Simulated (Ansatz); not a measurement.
Nudged elastic band run: C$_{2}$H$_{8}$BNO

The input (input.yaml):

```yaml
crystal:
  periodic: [false, false, false]
  atoms:
    - { symbol: B, position_ang: [-1.271027, 1.934219, 0.924624] }
    - { symbol: "N", position_ang: [-0.626517, 0.700728, 1.084515] }
    - { symbol: C, position_ang: [0.36705, 0.119308, 0.212944] }
    - { symbol: O, position_ang: [-0.191038, -1.016862, -0.434978] }
    - { symbol: C, position_ang: [0.749871, -1.712023, -1.235959] }
    - { symbol: H, position_ang: [-2.112362, 2.263234, 1.733459] }
    - { symbol: H, position_ang: [-0.956403, 2.642094, -0.009659] }
    - { symbol: H, position_ang: [-0.90058, 0.075434, 1.849447] }
    - { symbol: H, position_ang: [0.686596, 0.893311, -0.523859] }
    - { symbol: H, position_ang: [1.271632, -0.192185, 0.797402] }
    - { symbol: H, position_ang: [0.231883, -2.585155, -1.676439] }
    - { symbol: H, position_ang: [1.148391, -1.079103, -2.066297] }
    - { symbol: H, position_ang: [1.622904, -2.0777, -0.640499] }
basis:
  gaussian: { orbitals: def2-SVP }
hamiltonian:
  xc: blyp
  dispersion: d4
neb:
  order_check: false
  images: 8
  f_tol: 0.03
  max_iterations: 60
  initial_path: idpp
  climbing: false
  final_atoms:
    - { symbol: B, position_ang: [-1.12304577, 1.60116315, 0.41352601] }
    - { symbol: "N", position_ang: [-0.49401816, 0.49544289, 1.00038823] }
    - { symbol: C, position_ang: [0.83989029, -0.0248764, 0.70945478] }
    - { symbol: O, position_ang: [0.82420607, -1.31401636, 0.12364212] }
    - { symbol: C, position_ang: [0.33726408, -1.33911869, -1.21487534] }
    - { symbol: H, position_ang: [-2.25435617, 1.88178239, 0.74936406] }
    - { symbol: H, position_ang: [-0.51292539, 2.25070897, -0.41180094] }
    - { symbol: H, position_ang: [-1.00046875, -0.07873059, 1.68334129] }
    - { symbol: H, position_ang: [1.35088332, 0.71892624, 0.05568107] }
    - { symbol: H, position_ang: [1.42021862, -0.14396128, 1.64806058] }
    - { symbol: H, position_ang: [0.41381367, -2.38440824, -1.56962046] }
    - { symbol: H, position_ang: [-0.72488786, -1.01302082, -1.28717204] }
    - { symbol: H, position_ang: [0.94382605, -0.68459127, -1.88528836] }
```

Run as:

```bash
$ ansatz run input.yaml --threads 2 --pin off --max-ram 3072MiB --backend cpu --events-out ev --progress --plain --runs-dir out
```

Output, in part (warnings, iteration lines, the closing report on the highest movable image, with atoms numbered from 0):

```
NEB end point (image 0): max|allowed force component| = 9.148e-3 eV/Å (the criterion of neb.relax_end_points is 1.000e-2)
NEB end point (image 9): max|allowed force component| = 1.301e-2 eV/Å (the criterion of neb.relax_end_points is 1.000e-2)
NEB iter   1: max|band force component| = 1.298e0 eV/Å  barrier→ = 0.2772 eV  barrier← = 0.3674 eV  Δτ_max = 0.1304 Å  (283 SCF iters)
NEB iter   2: max|band force component| = 3.491e-1 eV/Å  barrier→ = 0.0936 eV  barrier← = 0.1838 eV  Δτ_max = 0.0578 Å  (237 SCF iters)
NEB iter   3: max|band force component| = 2.828e-1 eV/Å  barrier→ = 0.0860 eV  barrier← = 0.1762 eV  Δτ_max = 0.0320 Å  (242 SCF iters)
NEB iter   4: max|band force component| = 8.504e-2 eV/Å  barrier→ = 0.0767 eV  barrier← = 0.1669 eV  Δτ_max = 0.0206 Å  (245 SCF iters)
NEB iter   5: max|band force component| = 2.909e-2 eV/Å  barrier→ = 0.0758 eV  barrier← = 0.1660 eV  Δτ_max = 0.0000 Å  (491 SCF iters)
Total energy: -6410.90596044 eV, -235.5964485782 hartree
Atom 0 at    -1.082328     1.938700     0.645500 Å, force    -0.002325    -0.008910    -0.008521 eV/Å
Atom 1 at    -0.634277     0.684487     1.075924 Å, force    -0.001480     0.002190    -0.000139 eV/Å
Atom 2 at     0.498877    -0.070280     0.568045 Å, force    -0.004640     0.020691    -0.003509 eV/Å
Atom 3 at     0.055792    -1.300537     0.005102 Å, force     0.011185    -0.019775     0.024933 eV/Å
Atom 4 at     0.562172    -1.592244    -1.288089 Å, force    -0.003436     0.006126    -0.028874 eV/Å
Atom 5 at    -2.072194     2.416067     1.159032 Å, force     0.007190     0.006459     0.003734 eV/Å
Atom 6 at    -0.460843     2.516288    -0.223814 Å, force    -0.003702    -0.005625    -0.004699 eV/Å
Atom 7 at    -1.154365     0.175188     1.798063 Å, force     0.002012     0.000561     0.003699 eV/Å
Atom 8 at     1.020423     0.563173    -0.180777 Å, force     0.003203     0.003937     0.007075 eV/Å
Atom 9 at     1.211954    -0.293820     1.397974 Å, force    -0.008350    -0.007899    -0.002949 eV/Å
Atom 10 at     0.115146    -2.554613    -1.605337 Å, force     0.000322     0.007795    -0.004275 eV/Å
Atom 11 at     0.286906    -0.811267    -2.037409 Å, force     0.001797    -0.002605     0.008115 eV/Å
Atom 12 at     1.673135    -1.705841    -1.299513 Å, force    -0.001776    -0.002943     0.005411 eV/Å
Dipole moment:     0.258181    -0.262387    -0.014395 e Å
```

It converged. No image climbed, so the highest image needn't sit at the top of the path.

Final band (atoms are numbered from 1 in the order of the input):

| image | path coordinate (Å) | energy (kcal/mol) | dihedral H9–C3–O4–C5 (°) |
| --- | --- | --- | --- |
| 0 | 0.00 | 0.0 | 65 |
| 1 | 0.47 | 0.2 | 54 |
| 2 | 0.93 | 0.8 | 41 |
| 3 | 1.40 | 1.5 | 27 |
| 4 | 1.86 | 1.7 | 11 |
| 5 | 2.33 | 1.2 | -6 |
| 6 | 2.79 | 0.1 | -22 |
| 7 | 3.26 | -1.1 | -35 |
| 8 | 3.73 | -1.8 | -44 |
| 9 | 4.19 | -2.1 | -51 |

The run took 94 s on 2 threads of Arm Neoverse V1, with other jobs on the host, peak memory 0.14 GiB.
